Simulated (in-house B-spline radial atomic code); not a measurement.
Configurations of K⁵⁺, with energies counted from [Ne] 3s2 (3p1/2)2. All numbers are computed (Dirac-Hartree-Fock, average of each configuration as written; Fermi nucleus of rms radius 3.4349 fm) with an all-electron radial atomic-structure program (B-spline basis), not measured. Energies include first-order Breit, QED and recoil terms.

Occupations are held fixed; configurations that lie above the ionisation limit could autoionise.

```csv
configuration,E - E(ref) (eV),highest orbital,its <r> (bohr)
[Ne] 3s2 (3p1/2)1 (3d5/2)1,28.628,3d5/2,1.291
[Ne] 3s2 (3p1/2)1 (4d5/2)1,61.449,4d5/2,2.979
[Ne] 3s2 (3p1/2)1 (5f7/2)1,76.772,5f7/2,5.105
[Ne] 3s2 (3p3/2)1 (5g7/2)1,77.517,5g7/2,4.572
[Ne] 3s1 (3p3/2)2 (5p1/2)1,89.821,5p1/2,4.613
```

Task: Order these further configurations by energy, lowest first.
A. [Ne] 3s1 (3p1/2)1 (3p3/2)1 (7f7/2)1
B. [Ne] 3s2 (3p1/2)1 (4f7/2)1
C. [Ne] 3s1 (3p3/2)2 (5d3/2)1
D. [Ne] 3s2 (3p3/2)2
E. [Ne] 3s2 (3p3/2)1 (7f5/2)1

Result: D (0.031382 eV), B (65.565 eV), E (86.974 eV), C (93.729 eV), A (104.73 eV).

Task: How far above the reference does [He] 2s2 (2p1/2)2 (2p3/2)3 3s2 (3p1/2)2 (4p1/2)1 lie?

Result: 345.23 eV; its least bound orbital is 4p1/2 with <r> = 2.576 bohr.
